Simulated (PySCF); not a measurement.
Geometries of 2 isomers of C3H7FGe, from PBE0-D3(BJ)/def2-SVP geometry optimisation, gas phase in PySCF 2.14.0. One conformer each, no zero-point energy, no frequencies.

Problem. Which isomer lies lower at this level?
A.
```xyz
12
angstrom
C     -0.347    1.600   -0.146
C     -0.208    0.278    0.014
C     -1.356   -0.664    0.214
Ge     1.579   -0.469   -0.025
F      1.586   -1.702   -1.269
H     -1.335    2.077   -0.119
H      0.508    2.262   -0.312
H     -1.383   -1.416   -0.592
H     -2.320   -0.134    0.228
H     -1.254   -1.224    1.159
H      2.624    0.583   -0.429
H      1.948   -1.219    1.268
```
B.
```xyz
12
angstrom
C     -0.476    1.409   -0.726
C     -0.216    0.237   -0.137
Ge     1.611   -0.299    0.306
C     -1.302   -0.726    0.232
F     -0.837   -2.021    0.180
H      0.313    2.134   -0.946
H     -1.496    1.702   -1.004
H      2.101   -1.411   -0.635
H      1.678   -0.801    1.759
H      2.507    0.943    0.139
H     -1.643   -0.535    1.266
H     -2.172   -0.637   -0.441
```

Solution. A. That is `[F][GeH2][C](=C)C`, 31.1 kcal/mol below the other.

```json
{"SMILES": "C=[C](C)[GeH2][F]", "atoms numbered as above": "[CH2:1]=[C:2]([CH3:3])[GeH2:4][F:5]", "E (Eh)": "-2294.46301", "relative (kcal/mol)": "0.0", "relative (kJ/mol)": "0.0", "dipole (D)": "2.31"}
{"SMILES": "C=[C]([GeH3])CF", "atoms numbered as above": "[CH2:1]=[C:2]([GeH3:3])[CH2:4][F:5]", "E (Eh)": "-2294.41340", "relative (kcal/mol)": "31.1", "relative (kJ/mol)": "130.3", "dipole (D)": "1.83"}
```
